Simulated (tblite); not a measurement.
C$_{4}$H$_{4}$N (SMILES c1cc[n-]c1), charge -1, singlet, at a GFN2-xTB geometry; tblite with IPEA1-xTB.

The tblite input:
```
$ tblite run mol.xyz --method ipea1 --charge -1 --spin 0 --json tblite.json --no-restart

# file mol.xyz
9

N      0.00135108     0.00173308     1.21751097
C     -0.01500549     1.06923896     0.39319322
C      0.01588149    -1.06811529     0.39620139
C     -0.01118107     0.70029452    -0.93977087
C      0.00909751    -0.70296717    -0.93779588
H     -0.02908580     2.07570398     0.80242499
H      0.03087320    -2.07341123     0.80826457
H     -0.02164288     1.35671867    -1.80402983
H      0.01764323    -1.36184916    -1.80020364
```

The log (banner, timings and long lists left out):

```
xTB calculator
 | screened Coulomb repulsion
 | Coulomb electrostatics
 |  * isotropic Klopman-Ohno-Mataga-Nishimoto electrostatics
 |  * onsite third-order electrostatics
 | DFT-D3(BJ) dispersion correction

halogen bonding energy    0.0000000000000E+00 Eh
repulsion energy          2.9648909760557E-01 Eh
dispersion energy        -2.7698765848354E-03 Eh
number of electrons       2.6000000000000E+01 e
integral cutoff           4.0000000000000E+01 bohr

------------------------------------------------------------
  cycle        total energy    energy error   density error
------------------------------------------------------------
      1     -15.64058652346  -1.5934306E+01   6.3541502E-01
      2     -15.77178847917  -1.3120196E-01   3.9890164E-01
      3     -15.69705664588   7.4731833E-02   2.5826832E-01
      4     -15.85936790855  -1.6231126E-01   4.8573143E-02
      5     -15.87175424691  -1.2386338E-02   3.9070846E-03
      6     -15.87178818818  -3.3941277E-05   1.3798320E-03
      7     -15.87178934413  -1.1559438E-06   7.0979844E-04
      8     -15.87179076177  -1.4176455E-06   3.3571678E-05
      9     -15.87179076212  -3.4161474E-10   2.0375134E-05
     10     -15.87179076404  -1.9212791E-09   3.5320691E-07
------------------------------------------------------------

electronic energy        -1.6165509985058E+01 Eh
total energy             -1.5871790764037E+01 Eh

Post processing:
 | Mayer-Wiberg bond orders

[Info] JSON dump of results written to 'tblite.json'
```
